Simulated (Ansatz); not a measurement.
```yaml
crystal:
  periodic: [false, false, false]
  atoms:
    - {symbol: C, position_ang: [0.195947, 1.086507, 0.908809]}
    - {symbol: O, position_ang: [-0.331221, -0.219485, 0.770310]}
    - {symbol: Ge, position_ang: [-0.133761, -1.125836, -0.708046]}
    - {symbol: F, position_ang: [-1.270196, -2.404053, -0.565318]}
    - {symbol: Cl, position_ang: [-0.705156, 0.071165, -2.378199]}
    - {symbol: H, position_ang: [1.291067, 1.092688, 0.862348]}
    - {symbol: H, position_ang: [-0.194387, 1.764593, 0.143372]}
    - {symbol: H, position_ang: [-0.108828, 1.454493, 1.889325]}
    - {symbol: H, position_ang: [1.256534, -1.720071, -0.922601]}
basis:
  gaussian: {orbitals: cc-pVTZ-PP, nuclear_model: gaussian}
hamiltonian: {xc: {name: r2SCAN}, dispersion: d3bjatm}
scf: {lower_state_search: off}
output: {forces: true}
```

```sh
$ ansatz run in.yaml --threads 4 --pin off --events-out ev --progress --plain --max-ram 10444MiB
```

Output, abridged:

```
Functional definition: r2SCAN
Error: <dir> the basis set cc-pVTZ-PP has no functions for C
```

(1) Something in this input is off. What?

Answers

(1) The basis set is misnamed or doesn't suit the job. The program refused the input.
